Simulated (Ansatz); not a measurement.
Species: C₄H₁₀B (charge 0, doublet). It need not be the lowest isomer of its formula. 
Geometry from a B3LYP-D3(BJ)/def2-TZVP (Ansatz, a program for electronic structure) optimisation:
```
B
C 1 1.5387
H 2 1.0864 1 123.11
H 2 1.0871 3 113.79 1 -179.99
C 1 1.5720 2 120.47 3 0.06
H 5 1.0910 1 114.66 2 0.10
H 5 1.0965 6 108.07 1 -123.69
H 5 1.0965 6 108.06 7 -112.72
C 1 1.5788 2 117.95 3 180.00
H 9 1.0998 1 107.47 2 54.41
H 9 1.1000 10 103.12 1 113.12
C 9 1.5294 10 109.84 11 117.00
H 12 1.0921 9 111.96 10 -56.31
H 12 1.0923 13 107.42 9 122.59
H 12 1.0923 13 107.42 14 114.84
```
Charge 0, spin multiplicity 2.

Wanted: atomisation energy (electronic, to ground-state atoms), in kcal/mol. Valence correlation only, unless marked. UHF or UKS for open shells. No spin-orbit coupling. Non-relativistic. The coupled-cluster limit lacks core correlation, which all-electron functionals hold. Basis-set limits of correlation are two-point, X^-3; Hartree-Fock from the larger set.

| level | program | atomisation energy (kcal/mol) |
|---|---|---|
| BLYP-D4/def2-TZVPD | Ansatz + dftd4 | 1386.0 |
| B97M-V/def2-TZVPD | Ansatz | 1397.4 |
| PBE0-D4/def2-TZVP | Ansatz + dftd4 | 1404.1 |
| PBE0/def2-TZVP | Ansatz | 1398.8 |
| BHLYP/def2-TZVPD | Ansatz | ? |
| r2SCAN0/def2-TZVPD | Ansatz | 1389.3 |
| SCS-MP2/STO-3G | Ansatz | 1488.0 |
| CCSD(T)/CBS(cc-pVTZ,cc-pVQZ) | Ansatz | 1388.0 |

### Question
Complete the blanks.

### Answer

- BHLYP/def2-TZVPD, atomisation energy (kcal/mol): 1364.6
